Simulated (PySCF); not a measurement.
C2H5O, SMILES OC[CH2], multiplicity 2. Atoms are numbered in the order given.

```xyz
8

C      1.2342     0.2327     0.0434
C     -0.0381    -0.5073     0.1640
O     -1.1609     0.2423    -0.2575
H      1.3778     0.9127    -0.7878
H      2.0811    -0.0076     0.6735
H     -0.0337    -1.3992    -0.4796
H     -0.1680    -0.8751     1.1928
H     -1.1464     1.0780     0.2170
```
Charge 0, spin multiplicity 2.

Geometry: PBE0-D3(BJ)/def2-TZVP. The isomer is the one that the SMILES or the coordinates give; other isomers of the formula were not compared. The values are those of a single conformer.

The numbers are results of PySCF with PBE/pcH-1, not measurements.

Unrestricted Kohn–Sham, ⟨S²⟩ = 0.753. Hyperfine tensors hold the contact and dipolar terms, without spin-orbit corrections.

**Question.** Estimate the hyperfine couplings. (An estimate is asked for; the answer gives what the named calculation found.)

**Answer.** 
```tsv
nucleus	A(iso) (MHz)	A(iso) (G)	dipolar principal values (MHz)
13C no. 1	83.3	29.7	-78.4, -78.0, 156.4
13C no. 2	-33.8	-12.1	-2.6, -0.8, 3.4
17O no. 3	-17.2	-6.1	-9.8, 4.2, 5.6
1H no. 4	-54.4	-19.4	-36.7, -0.3, 37.0
1H no. 5	-59.8	-21.3	-36.9, -0.5, 37.4
1H no. 6	142.6	50.9	-6.8, -1.2, 8.0
1H no. 7	55.0	19.6	-5.6, -4.5, 10.1
1H no. 8	-0.3	-0.1	-6.5, -2.0, 8.5
```

**Question.** And the g tensor (effective nuclear charges for spin-orbit coupling, GIAO)? (An estimate is asked for; the answer gives what the named calculation found.)

**Answer.** principal values 2.0022, 2.0027, 2.0029; isotropic 2.0026.
